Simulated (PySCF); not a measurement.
Correlation energy of He (helium, neutral)

1s2, closed-shell 1S. Calculation: PySCF 2.14, in ANO-RCC-VTZP; the spin-free X2C one-electron Hamiltonian (Gaussian nucleus). Frozen: nothing; 2 electrons correlated.

With two correlated electrons CCSD is exact within the correlated space (frozen core and kept virtual orbitals).

```tsv
level	correlation energy (mhartree)
CCSD	-38.88
```

Diagnostics: T1 = 0.0012, D1 = 0.0017, largest double amplitude 0.056.

Question: Is a single reference adequate?

Answer: Yes: T1 lies below 0.03 and no double amplitude reaches 0.07.
